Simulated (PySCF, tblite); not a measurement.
Isomers of C6H11O (doublet state), one GFN2-xTB conformer each. Single-point energies are computed at B3LYP/pcH-1 (PySCF, gas phase, no added dispersion term), electronic only. GFN2-xTB treats the open shell by occupation alone, and not every SCF solution was tested for stability.

```json
{"SMILES": "[CH2]CC(=C)[C@@H](C)O", "GFN2-xTB relative energy (kcal/mol)": "37.5"}
{"SMILES": "C[C@@H]1CCC[C]1O", "GFN2-xTB relative energy (kcal/mol)": "0.0"}
```

Conformers: `[CH2:1][CH2:2][C:3](=[CH2:4])[C@@H:5]([CH3:6])[OH:7]` (doublet state) with H–C1–C2–C3 -76° and 134°, C1–C2–C3–C4 129°, C2–C3–C5–C6 -71°, C3–C5–O7–H -33°; `[CH3:1][C@@H:2]1[CH2:3][CH2:4][CH2:5][C:6]1[OH:7]` (doublet state) with C5–C6–O7–H -18°, C1–C2–C3–C4 -153°, C2–C3–C4–C5 37°, C3–C4–C5–C6 -29°, C4–C5–C6–O7 -142°.

What does B3LYP/pcH-1 give for the same structures?

| SMILES | B3LYP/pcH-1 E (Eh) | B3LYP/pcH-1 (kcal/mol) | GFN2-xTB (kcal/mol) | point group |
| --- | --- | --- | --- | --- |
| C[C@@H]1CCC[C]1O | -310.45986 | 0.0 | 0.0 | C1 |
| [CH2]CC(=C)[C@@H](C)O | -310.41555 | 27.8 | 37.5 | C1 |

Both levels put the same isomer lowest. 

What happens when harmonic zero-point energies from GFN2-xTB frequencies are added?

| SMILES | ZPE (kcal/mol) | electronic (kcal/mol) | with ZPE (kcal/mol) |
| --- | --- | --- | --- |
| C[C@@H]1CCC[C]1O | 98.1 | 0.0 | 0.0 |
| [CH2]CC(=C)[C@@H](C)O | 94.3 | 27.8 | 23.9 |

The zero-point energies span 3.8 kcal/mol. The order is unchanged.
